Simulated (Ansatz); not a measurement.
Molecule: WO$_{3}$ (charge 0, singlet). 
Coordinates optimised at B3LYP-D3(BJ)/def2-TZVP (Ansatz, a first-principles code):
```
W
O 1 1.7281
O 1 1.7281 2 107.57
O 1 1.7281 2 107.57 3 -115.61
```
Charge 0, spin multiplicity 1.

Basis-set convergence of Hartree-Fock and MP2 correlation energies (hartree) with Ansatz. Cores are frozen in the correlated levels unless marked. Spin-orbit coupling is left out. The frozen core is the preceding noble-gas configuration, with the filled d and f shells of earlier blocks. Past Kr the def2 sets carry scalar-relativistic core potentials.

The Hartree-Fock reference is unstable (checked in the largest basis), which strains HF and MP2. The T1 diagnostic of CCSD in the largest basis is 0.032, which is high, so the coupled-cluster rows are less sure than usual.

```json
[
 {"basis": "def2-SVP", "functions": "74", "E(HF)": "-290.76233", "E(corr, MP2)": "-0.85076"},
 {"basis": "def2-TZVPP", "functions": "149", "E(HF)": "(withheld)", "E(corr, MP2)": "(withheld)"}
]
```

Some entries are withheld; supply them.


- def2-TZVPP, E(HF): -291.08783
- def2-TZVPP, E(corr, MP2): -1.01751
